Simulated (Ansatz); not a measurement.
Two structures of SiN$_{2}$H$_{8}$O, singlet, reached by relaxing down either side of one saddle point (PBE0-D4/def2-TZVP). Energies are electronic, without zero-point energy. Computed with Ansatz 0.2.0 (basis: def2-TZVPP and def2-QZVPP); correlated methods freeze the cores. Extrapolation: Hartree–Fock as exp(−7.88 √X), correlation as X^−2.97. First:

```xyz
12
angstrom
Si 0.0248 -1.4386 -0.0078
O -0.9392 -0.8973 -1.2420
H -0.2954 -2.8389 0.3844
H 1.3695 -1.3753 -0.6356
N -0.1856 -0.4939 1.3902
H 0.0003 1.3852 -1.0677
N 0.4937 1.9476 -0.3811
H -1.8674 -0.8069 -1.0159
H 0.0983 0.4774 1.3542
H -0.1968 -0.8923 2.3123
H 1.4394 2.0713 -0.7215
H 0.0583 2.8617 -0.3697
```

Second:

```xyz
12
angstrom
Si 1.1029 -0.3912 0.2043
O -2.2198 0.1452 -0.4718
H 1.1497 -1.5567 -0.7266
H 2.4511 -0.2422 0.8227
N 0.0016 -0.4485 1.4960
H -1.3582 0.4851 -0.7768
N 0.5933 0.9044 -0.8381
H -2.5619 -0.3810 -1.1968
H 0.2679 -0.7517 2.4157
H -0.9901 -0.5119 1.3123
H 0.9531 0.9074 -1.7818
H 0.6104 1.8412 -0.4593
```

Task: Which bonds change from the first to the second?

Result: SiNH₅O ([NH2][SiH2][OH]) + NH₃ → SiN₂H₆ ([NH2][SiH2][NH2]) + H₂O; bonds formed: Si1–N7, O2–H6; bonds broken: Si1–O2, H6–N7.

Task: Give the saddle point's structure and its height above each. (Judge from chemistry; the value comes from the calculation.)

Result: The calculation gives: 32.55 kcal/mol above the first and 23.81 kcal/mol above the second (CCSD(T) at an estimated basis limit (MP2 extrapolated from triple and quadruple zeta, plus CCSD(T) − MP2 in triple zeta)).
```xyz
12
angstrom
Si 0.4609 -0.4748 0.0721
O -1.4755 -0.1619 -0.4926
H 0.4679 -1.5980 -0.9119
H 1.9316 -0.4424 0.4402
N -0.1419 -0.4611 1.6607
H -0.7691 0.7726 -0.9771
N 0.4021 1.1280 -0.8935
H -1.7841 -0.8117 -1.1270
H 0.4665 -0.5380 2.4558
H -1.1244 -0.5048 1.8654
H 0.9528 1.1372 -1.7427
H 0.6133 1.9551 -0.3494
```

No T1 diagnostic of these runs exceeds 0.011.

Labels in which every atom is bracketed show which atoms are joined, not bond orders.

For scale, one of the runs: CCSD(T)/def2-TZVPP, 247 basis functions, launched by `ansatz run in.yaml --threads 4 --pin off --events-out ev --progress --plain --max-ram 9574MiB`. The run took 2.5 min on 4 CPU threads of an Arm Neoverse V1 (shared host), with 5.2 GiB of host memory at its peak.
